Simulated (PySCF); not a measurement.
## Unknowns

PySCF calculation with σ from GIAO-PBE0/pcSseg-1 and GFN2-xTB structure; in vacuum, equivalent nuclei averaged, a single conformation, relativity neglected.

Scale: TMS for ¹H, ¹³C (reference shieldings calculated alike). Splittings of carbon signals by F and P are missing where no couplings were computed. Where no couplings were computed, multiplicities follow the n + 1 count of equivalent neighbours, and m marks all less simple cases (inequivalent or close neighbours, rings, F or P nearby). Shifts are as computed. Against solution values, carbons near 30 ppm lie about +3 ppm off and those near 130 ppm about +5 ppm. Of 1211 compounds with measured shifts, 218 miss one by over three times the rms of a fit or turn the order of signals round; such compounds aren't used in these exercises.

Question: C9H13F. ¹H NMR (400 MHz, computed): δ 5.61 (m, 1H), 2.51 (m, 1H), 2.32 (m, 1H), 1.68 (m, 1H), 1.68 (m, 1H), 1.58 (m, 1H), 1.57 (m, 1H), 1.38 (m, 1H), 1.27 (m, 1H), 0.94 (d, 3H), 0.74 (m, 1H). ¹³C{¹H} NMR (computed): δ 174.8 (C), 110.6 (CH), 43.0 (CH), 37.9 (CH2), 36.0 (CH), 34.2 (CH), 29.6 (CH2), 28.0 (CH2), 25.5 (CH3). Give a structure.

Answer: SMILES C[C@@H]1C[C@@H]2C=C(F)[C@H]1CC2. Rings plus π bonds: 3 (2 rings in the answer). 9 carbon signals for 9 carbons: no two carbons are equivalent. Carbon types of the structure: 1 × C, 4 × CH, 3 × CH2, 1 × CH3, which accounts for all hydrogens. δC 174.8: fully substituted alkene carbon. δC 110.6: alkene CH; the olefinic region. δC 43.0, 34.2: allylic sp3 CH; aliphatic region, no heteroatom directly attached. δH 2.51, 2.32: hydrogen on an allylic sp3 CH; allylic position.

The data come from this structure; uniqueness wasn't tested.

Question: C8H10O. ¹H NMR (400 MHz, computed): δ 6.21 (d, 1H), 6.03 (m, 1H), 3.90 (m, 1H), 3.50 (s, 3H), 1.88 (s, 3H), 1.32 (m, 1H). ¹³C{¹H} NMR (computed): δ 138.7 (CH), 136.8 (CH), 84.1 (C), 69.4 (C), 60.7 (CH3), 58.9 (CH), 33.0 (CH), 9.9 (CH3). What is it?

Answer: `CO[C@@]12C=C[C@H]3[C@@H]1[C@@]23C`. The formula gives 4 degrees of unsaturation (3 rings in the answer). 8 carbon signals for 8 carbons: no two carbons are equivalent. Carbon types of the structure: 2 × C, 4 × CH, 2 × CH3, which accounts for all hydrogens. δC 138.7, 136.8: alkene CH; an sp2 carbon of a C=C bond. δC 84.1, 69.4, 58.9, 33.0: three-membered-ring carbon. δC 60.7: methyl carbon bonded to O; pulled downfield by the heteroatom. δH 3.50: hydrogen on a methyl carbon bonded to O; its carbon carries O, hence the downfield position.

The data come from this structure; uniqueness wasn't tested.
